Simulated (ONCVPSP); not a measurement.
## Configuration tests for Ti (ONCV)

```json
{
 "Element": "titanium (Ti)",
 "Generator": "ONCVPSP 4.0.1",
 "Type": "optimised norm-conserving Vanderbilt (ONCV)",
 "Functional": "PBEsol",
 "Relativity": "scalar-relativistic",
 "Frozen core": "[Ne]",
 "Valence charge": "12",
 "Reference configuration": "3s2 3p6 3d2 (charge +2)",
 "Partial waves": "3s: rc 0.95 bohr, ncon 4, nbas 8, qcut 8.7 1/bohr, 3 projectors, debl 0.9 Ha; 3p: rc 1.00 bohr, ncon 5, nbas 9, qcut 8.1 1/bohr, 1 projector; 3d: rc 1.20 bohr, ncon 4, nbas 8, qcut 7.6 1/bohr, 2 projectors, debl 0.9 Ha",
 "Local potential": "polynomial inside 0.70 bohr (lpopt 5, dvloc0 3 Ha)",
 "Core correction": "Teter function, fcfact 4.25, rcfact 1.4"
}
```

In the s channel the program set the typed energies aside and used -2.878, 0.250, 1.150 Ha.

Energies are relative to the spin-unpolarised reference configuration 3s2 3p6 3d2; without spin polarisation the order of configurations can differ from experiment.

(1) Give the all-electron excitation energy and the error of the potential for: 3s2 3p6 3d2 4s2; 3s2 3p6 3d2 4s1; 3s2 3p6 3d1; 3s2 3p6 3d2 4p2.

Note: ghosts flagged at negative energy: s at -396.3 eV; GHOST(+) flags only above 600 eV. A true bound ghost makes a file unfit for plane-wave use.

Results:

(1)

```json
{"valence configuration": "3s2 3p6 3d2 4s2", "charge": "0", "ΔE all-electron (eV)": "-20.830", "error AE − PS (meV)": "+1.9"}
{"valence configuration": "3s2 3p6 3d2 4s1", "charge": "+1", "ΔE all-electron (eV)": "-13.471", "error AE − PS (meV)": "+0.9"}
{"valence configuration": "3s2 3p6 3d1", "charge": "+3", "ΔE all-electron (eV)": "26.896", "error AE − PS (meV)": "+26"}
{"valence configuration": "3s2 3p6 3d2 4p2", "charge": "0", "ΔE all-electron (eV)": "-14.524", "error AE − PS (meV)": "+23"}
```
